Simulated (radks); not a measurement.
The numbers below are computed, except where a source is named.
Species: Ce-. Configuration: [Xe] 4f1 5d2 6s2. Level of theory: scalar-relativistic Kohn-Sham, PBEsol, spin-polarised, spherical densities, finite nucleus; open shells are filled with parallel spins first (spin-orbit coupling, left out, can overturn this in heavy ions); Fermi nuclear charge, rms radius 4.8771 fm; hard spherical wall at 6 bohr (a radial shooting solver on a logarithmic mesh with Libxc functionals).

Unscreened Slater integrals over Kohn-Sham orbitals (eV). They are taken over the spin-up orbitals.

\begin{tabular}{lr}
integral & value \\ \hline
F0(5d,5d) & 8.6920 \\
F2(5d,5d) & 4.5525 \\
F4(5d,5d) & 2.9936 \\
F0(5d,6s) & 7.5130 \\
G2(5d,6s) & 2.7868 \\
F0(5d,4f) & 10.919 \\
F2(5d,4f) & 2.8907 \\
F4(5d,4f) & 1.4642 \\
G1(5d,4f) & 1.7835 \\
G3(5d,4f) & 1.2836 \\
G5(5d,4f) & 0.94072 \\
F0(5d,5p) & 10.242 \\
F2(5d,5p) & 4.6332 \\
G1(5d,5p) & 5.1826 \\
G3(5d,5p) & 3.1564 \\
F0(6s,6s) & 6.9338 \\
F0(6s,4f) & 8.6191 \\
G3(6s,4f) & 0.50624 \\
F0(6s,5p) & 8.2171 \\
G1(6s,5p) & 0.80548 \\
F0(4f,4f) & 22.485 \\
F2(4f,4f) & 10.268 \\
F4(4f,4f) & 6.3650 \\
F6(4f,4f) & 4.5581 \\
F0(4f,5p) & 15.842 \\
F2(4f,5p) & 5.9448 \\
G2(4f,5p) & 3.6094 \\
G4(4f,5p) & 2.6781 \\
F0(5p,5p) & 13.633 \\
F2(5p,5p) & 7.2911 \\
\end{tabular}

Derived for the open shells (J is the average intra-shell exchange parameter used in DFT+U). 4f: F4/F2 = 0.620, F6/F2 = 0.444, J = (286 F2 + 195 F4 + 250 F6)/6435 = 0.8263 eV. 5d: Racah B = F2/49 - 5 F4/441 = 0.05897 eV, C = 35 F4/441 = 0.2376 eV, C/B = 4.03, F4/F2 = 0.658, J = (F2 + F4)/14 = 0.5390 eV.
